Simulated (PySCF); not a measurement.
Point-charge models of `C=C[P@]1(=N)CC[Si@@H](F)CC1` against its computed dipole.

Coordinates (GFN2-xTB, Å) and charges (e) from the PBE0/pcSseg-1 density (PySCF):

| atom | x | y | z | Mulliken | IAO | Hirshfeld | ESP-fitted |
| --- | --- | --- | --- | --- | --- | --- | --- |
| C1 | -2.946 | 0.185 | -1.081 | -0.1147 | -0.2813 | -0.0783 | -0.4201 |
| C2 | -2.444 | -0.555 | -0.107 | -0.4144 | -0.4062 | -0.0928 | -0.2981 |
| P3 | -0.680 | -0.639 | 0.400 | +0.6872 | +1.3401 | +0.4008 | +0.7064 |
| N4 | -0.289 | -1.643 | 1.522 | -0.6319 | -1.0090 | -0.4051 | -0.9105 |
| C5 | -0.334 | 1.030 | 1.054 | -0.3852 | -0.4720 | -0.1074 | -0.2211 |
| C6 | 1.129 | 1.115 | 1.472 | -0.5261 | -0.5709 | -0.1629 | -0.3649 |
| Si7 | 2.251 | 0.827 | -0.023 | +1.0567 | +1.2142 | +0.4386 | +0.7052 |
| F8 | 3.778 | 0.661 | 0.484 | -0.4273 | -0.5358 | -0.2112 | -0.3407 |
| C9 | 1.722 | -0.762 | -0.905 | -0.5198 | -0.5701 | -0.1661 | -0.3512 |
| C10 | 0.231 | -0.711 | -1.219 | -0.4290 | -0.5030 | -0.1160 | -0.1875 |
| H11 | -4.002 | 0.194 | -1.302 | +0.1324 | +0.1594 | +0.0554 | +0.2120 |
| H12 | -2.327 | 0.811 | -1.702 | +0.1218 | +0.1448 | +0.0481 | +0.1890 |
| H13 | -3.087 | -1.175 | 0.510 | +0.1375 | +0.1642 | +0.0494 | +0.1833 |
| H14 | -0.419 | -2.620 | 1.301 | +0.1678 | +0.2420 | +0.0863 | +0.3540 |
| H15 | -0.585 | 1.778 | 0.296 | +0.1430 | +0.1394 | +0.0396 | +0.0856 |
| H16 | -1.001 | 1.168 | 1.910 | +0.1689 | +0.1647 | +0.0511 | +0.1361 |
| H17 | 1.324 | 2.075 | 1.955 | +0.1492 | +0.1533 | +0.0452 | +0.1146 |
| H18 | 1.305 | 0.335 | 2.216 | +0.1817 | +0.1764 | +0.0437 | +0.1498 |
| H19 | 2.285 | 1.972 | -0.935 | -0.1114 | -0.1586 | -0.0848 | -0.1371 |
| H20 | 1.903 | -1.614 | -0.243 | +0.1594 | +0.1632 | +0.0408 | +0.1191 |
| H21 | 2.295 | -0.939 | -1.818 | +0.1498 | +0.1535 | +0.0443 | +0.1085 |
| H22 | -0.013 | 0.149 | -1.845 | +0.1445 | +0.1389 | +0.0393 | +0.0709 |
| H23 | -0.099 | -1.615 | -1.743 | +0.1598 | +0.1527 | +0.0431 | +0.0970 |

**Question.** Form Σ q r in debye for every column and set it beside the full dipole.

**Answer.** The full density gives (-2.98, 0.92, -2.96) D, 4.30 D in size; dipole vectors point from the negative to the positive end.

```csv
scheme,μx,μy,μz,size (D),share of the full size (%),angle to the full dipole (°)
Mulliken,-1.83,2.92,-3.46,4.88,114,29
IAO,-3.78,2.34,-4.08,6.03,140,11
Hirshfeld,-2.25,1.21,-2.00,3.24,75,10
ESP-fitted,-3.01,0.94,-2.99,4.34,101,0
```

**Question.** Which set comes closest?

**Answer.** Length of the difference vector: ESP-fitted 0.05 D, Hirshfeld 1.24 D, IAO 1.98 D, Mulliken 2.36 D. Closest: ESP-fitted. ESP charges are fitted to the potential around the molecule, whose slowest-falling term is the dipole's. 

**Question.** What is left for the Hirshfeld atoms' own dipoles?

**Answer.** The shares of the density sum to the whole, so what Σ q r misses lies in dipoles about the nuclei. The atomic dipoles sum to (-2.98, 0.92, -2.96) − (-2.25, 1.21, -2.00) = (-0.73, -0.29, -0.96) D, 1.24 D in size.

**Question.** With the origin at the mean of the coordinates, (0.000, 0.001, 0.009) Å, which are the largest single terms, by size, of the Mulliken dipole along the direction of the full one?

**Answer.** Si7 -6.91, F8 +5.76, C6 +3.92, N4 +3.62, C2 -3.29 D; all 23 atoms together +4.27 D. The single terms depend on the origin, their sum doesn't.

**Question.** Give the size of the full dipole in other units.

**Answer.** 4.30 D = 1.691 au = 0.895 e·Å = 14.34 × 10⁻³⁰ C·m.

Geometry: GFN2-xTB, one conformer, isolated molecule. GFN2-xTB frequencies show an imaginary mode (38i cm⁻¹), so this geometry is no minimum at that level.

These values come from a run that also computed NMR shieldings. On one thread of an AMD EPYC 7R43 (shared host), this took 82 s and 1.2 GiB of memory at its peak.
